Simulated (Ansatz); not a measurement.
Gas-phase electronic energies from Ansatz, PBE0-D4/def2-TZVP geometries. CCSD(T)/CBS adds triple-zeta CCSD(T) − MP2 to the extrapolated MP2 energy (def2 sets, frozen cores). Functionals use def2-TZVPP. B3LYP here is the variant with VWN-RPA as its local correlation; programs differ in this. def2 core potentials past Kr. For Zr outer-core shells are correlated without core-valence functions, which leaves a few kJ/mol of doubt a bond. One conformer a species, not always the lowest.

`CC(C)[NH][AlH][Cl]` + `O=C=[N][Zr]([F])([F])[F]` → `O=C=[N][AlH][Cl]` + `CC(C)[NH][Zr]([F])([F])[F]`  (redistribution)

| level | ΔE (kJ/mol) |
| --- | --- |
| PBE-D4 | 12.6 |
| B3LYP-D4 | 11.3 |
| ωB97M-V | 10.2 |
| r2SCAN | 11.7 |
| B3LYP | 15.6 |
| CCSD/def2-TZVPP | 8.5 |
| HF/def2-QZVPP | 19.7 |
| CCSD/CBS(def2) | 7.6 |

**Question.** What does CCSD(T)/CBS give? (An estimate is asked.)

**Answer.** The calculation gave: +7.0 kJ/mol. The listed levels differ from it by 5.6, 4.3, 3.2, 4.7, 8.6, 1.5, 12.7, 0.6 kJ/mol.

Largest T1 diagnostic among the species: 0.018.

In def2-TZVPP, CCSD(T) changes the Hartree–Fock value by −11.0 kJ/mol (the triples alone add −0.6 kJ/mol) and MP2 by −12.8 kJ/mol. The D4 term adds −4.2 kJ/mol with B3LYP and −2.3 kJ/mol with PBE0; it sums over pairs of atoms, weighted by their polarisabilities, and B3LYP, whose exchange is more repulsive, gets the larger term.
